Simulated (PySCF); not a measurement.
## Partial charges of `CO[C@@H]1CC[C@@H](OC)[NH2+]1`

C₆H₁₄NO₂ (charge +1).
Atom-mapped SMILES: `[CH3:1][O:2][C@@H:3]1[CH2:4][CH2:5][C@@H:6]([O:7][CH3:8])[NH2+:9]1` (hydrogens: H10, H11, H12 on C1; H13 on C3; H14, H15 on C4; H16, H17 on C5; H18 on C6; H19, H20, H21 on C8; H22, H23 on N9)

Cartesian coordinates in Å at the GFN2-xTB level; atoms count from 1:
```xyz
23
C6H14NO2 angstrom
C      3.2938    0.6304   -0.2218
O      2.1836   -0.0325   -0.8227
C      1.1989   -0.4748    0.0044
C      0.4600   -1.6788   -0.5770
C     -0.9532   -1.5732   -0.0247
C     -1.2987   -0.0877   -0.1152
O     -2.1612    0.2951    0.8629
C     -2.9777    1.4350    0.6036
N      0.0798    0.6015    0.1034
H      4.0100    0.7872   -1.0240
H      3.0078    1.5955    0.2050
H      3.7477    0.0058    0.5498
H      1.5441   -0.6620    1.0301
H      0.4740   -1.5992   -1.6644
H      0.9488   -2.6075   -0.2946
H     -0.9980   -1.8758    1.0220
H     -1.6649   -2.1729   -0.5857
H     -1.6310    0.1954   -1.1234
H     -3.6858    1.4822    1.4266
H     -3.5218    1.3179   -0.3358
H     -2.3902    2.3567    0.5784
H      0.2782    1.3100   -0.6112
H      0.0511    1.0516    1.0244
```

Density: PBE0/pcSseg-1 (PySCF); schemes: Mulliken, IAO, Hirshfeld and ESP-fitted. One conformer (not necessarily the lowest) at the GFN2-xTB geometry, without solvent, vibrations or thermal averaging.

At which atom do the 4 schemes differ most?

At N9: from -0.519 (ESP-fitted) to +0.001 e (Hirshfeld), 0.520 e apart.

Which atoms carry the highest charge in the Mulliken, IAO, Hirshfeld and ESP-fitted schemes?

The schemes don't all agree: Mulliken H23 (+0.265); IAO H22 (+0.317); Hirshfeld H22 and H23 (+0.176); ESP-fitted C3 (+0.388).

For which atoms does the sign change between the 4 schemes (beyond +0.03 e in one, beyond −0.03 e in another)?

For none.

Tabulate the Mulliken, IAO, Hirshfeld and ESP-fitted charges.

In e:

```tsv
atom	environment	Mulliken	IAO	Hirshfeld	ESP-fitted
C1	methoxy carbon	-0.049	-0.219	-0.021	-0.192
O2	ether oxygen	-0.484	-0.357	-0.111	-0.355
C3	sp3 carbon bound to oxygen	+0.243	+0.189	+0.125	+0.388
C4	ring CH2 carbon	-0.192	-0.281	-0.063	-0.156
C5	ring CH2 carbon	-0.192	-0.280	-0.063	-0.180
C6	sp3 carbon bound to oxygen	+0.242	+0.189	+0.125	+0.356
O7	ether oxygen	-0.483	-0.356	-0.110	-0.353
C8	methoxy carbon	-0.049	-0.220	-0.021	-0.173
N9	ammonium nitrogen	-0.373	-0.275	+0.001	-0.519
H10	methyl hydrogen	+0.166	+0.194	+0.077	+0.184
H11	methyl hydrogen	+0.110	+0.136	+0.050	+0.102
H12	methyl hydrogen	+0.137	+0.154	+0.062	+0.129
H13	methine hydrogen	+0.145	+0.151	+0.067	+0.078
H14	methylene hydrogen	+0.162	+0.170	+0.060	+0.093
H15	methylene hydrogen	+0.184	+0.185	+0.077	+0.121
H16	methylene hydrogen	+0.163	+0.170	+0.061	+0.101
H17	methylene hydrogen	+0.184	+0.185	+0.077	+0.131
H18	methine hydrogen	+0.146	+0.150	+0.067	+0.090
H19	methyl hydrogen	+0.166	+0.194	+0.077	+0.182
H20	methyl hydrogen	+0.136	+0.153	+0.062	+0.123
H21	methyl hydrogen	+0.109	+0.136	+0.050	+0.097
H22	N–H hydrogen	+0.264	+0.317	+0.176	+0.374
H23	N–H hydrogen	+0.265	+0.316	+0.176	+0.378
```

Mean size of the charges over all atoms: IAO 0.216 e, ESP-fitted 0.211 e, Mulliken 0.202 e, Hirshfeld 0.077 e. Each set sums to the total charge, 1, to within 0.001 e. The Mulliken scheme counts on each atom the diagonal of the density matrix times the overlap matrix over that atom's basis functions. The Hirshfeld scheme divides the density at each point in proportion to the densities of the neutral, spherically averaged free atoms.

How many electrons does the Mulliken scheme count on O7?

Z − q = 8 − (-0.483) = 8.483.

Sum the charges by element, for elements with more than one atom.

| element | atoms | Mulliken | IAO | Hirshfeld | ESP-fitted |
| --- | --- | --- | --- | --- | --- |
| C | 6 | +0.004 | -0.622 | +0.081 | +0.044 |
| O | 2 | -0.967 | -0.713 | -0.221 | -0.708 |
| H | 14 | +2.336 | +2.610 | +1.140 | +2.184 |
